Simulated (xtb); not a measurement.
C2H2F3O2 (SMILES O=C([OH2+])C(F)(F)F), charge +1, singlet, geometry from GFN2-xTB; GFN2-xTB with ALPB(water) (xtb 6.7.1).

Here is a job for xtb.
```
$ xtb mol.xyz --gfn 2 --chrg 1 --uhf 0 --alpb water --json

# file mol.xyz
9

O      1.14390829    -0.50802838     1.52591690
C      0.76135096    -0.21517267     0.48081884
O      1.77957711     0.01054888    -0.62397227
C     -0.66318449     0.09830059    -0.09799297
F     -0.92633412     1.37710508     0.07663488
F     -0.64995166    -0.16214470    -1.41006000
F     -1.55601045    -0.65024898     0.49505731
H      2.70300355    -0.26866095    -0.40063945
H      1.51078029    -0.13267302    -1.56656232
```

Question: What does xtb print? Leave out banner, timings and long lists.

Answer: 
```
   ID    Z sym.   atoms
    1    8 O      1, 3
    2    6 C      2, 4
    3    9 F      5-7
    4    1 H      8, 9

           -------------------------------------------------
          |                Calculation Setup                |
           -------------------------------------------------

           -------------------------------------------------
          |                 G F N 2 - x T B                 |
           -------------------------------------------------

      * Solvation model:               ALPB
        Solvent                        water
        Parameter file                 internal GFN2-xTB/ALPB
        Dielectric constant                8.0200E+01
        Reference state                gsolv [1 M gas/solution]
        Free energy shift                  1.0808E-03 Eh       6.7819E-01 kcal/mol
        Temperature                        2.9815E+02 K
        Density                            1.0000E+00 kg/L
        Solvent mass                       1.8000E+01 g/mol
        Interaction kernel             P16
        Born radius scaling (c1)           1.4744E+00
        Born radii integrator          GBOBC
        Born offset                        0.0000E+00 a0       0.0000E+00 AA
        H-bond correction              true
        Ion screening                  false
        Surface tension                    1.0000E-05 Eh       1.5569E+01 dyn/cm
        Grid points                               230 per atom

          ...................................................
          :                      SETUP                      :
          :.................................................:
          :  # basis functions                  30          :
          :  # atomic orbitals                  30          :
          :  # shells                           16          :
          :  # electrons                        42          :
          :  max. iterations                   250          :
          :  Hamiltonian                  GFN2-xTB          :
          :  restarted?                      false          :
          :  GBSA solvation                   true          :
          :  PC potential                    false          :
          :  electronic temp.          300.0000000     K    :
          :  accuracy                    1.0000000          :
          :  -> integral cutoff          0.2500000E+02      :
          :  -> integral neglect         0.1000000E-07      :
[...]
         :: total energy             -27.203752762203 Eh    ::
[...]
     3   8 O        2.430    -0.284    18.686     5.838
     4   6 C        3.323     0.510    17.147     6.586
     5   9 F        0.791    -0.164    10.874     3.895
     6   9 F        0.790    -0.172    10.954     3.910
     7   9 F        0.790    -0.163    10.864     3.894
     8   1 H        0.801     0.531     0.303     0.866
     9   1 H        0.801     0.514     0.322     0.891

 Mol. C6AA /au·bohr⁶  :        783.713394
 Mol. C8AA /au·bohr⁸  :      16586.382540
 Mol. α(0) /au        :         38.880582

Wiberg/Mayer (AO) data.
largest (>0.10) Wiberg bond orders for each atom

 ---------------------------------------------------------------------------
     #   Z sym  total        # sym  WBO       # sym  WBO       # sym  WBO
 ---------------------------------------------------------------------------
     1   8 O    2.354 --     2 C    2.087     3 O    0.175
     2   6 C    3.922 --     1 O    2.087     3 O    0.874     4 C    0.867
     3   8 O    2.494 --     2 C    0.874     9 H    0.715     8 H    0.700
                             1 O    0.175
     4   6 C    3.860 --     7 F    0.988     5 F    0.975     6 F    0.959
                             2 C    0.867
     5   9 F    1.125 --     4 C    0.975
     6   9 F    1.100 --     4 C    0.959
     7   9 F    1.132 --     4 C    0.988
     8   1 H    0.718 --     3 O    0.700
     9   1 H    0.736 --     3 O    0.715
 ---------------------------------------------------------------------------

Topologies differ in total number of bonds
Writing topology from bond orders to xtbtopo.mol

molecular dipole:
                 x           y           z       tot (Debye)
 q only:        3.799      -0.502      -1.459
   full:        3.796      -0.557      -1.568      10.535
molecular quadrupole (traceless):
                xx          xy          yy          xz          yz          zz
 q only:       13.090      -2.585      -9.167      -8.386       1.198      -3.923
  q+dip:       14.370      -3.365      -9.639      -8.307       1.705      -4.731
   full:       13.828      -3.076      -8.808      -8.772       2.061      -5.020

           -------------------------------------------------
          | TOTAL ENERGY              -27.203752762203 Eh   |
          | GRADIENT NORM               0.063783465200 Eh/α |
          | HOMO-LUMO GAP               4.631675467628 eV   |
           -------------------------------------------------

normal termination of xtb
```
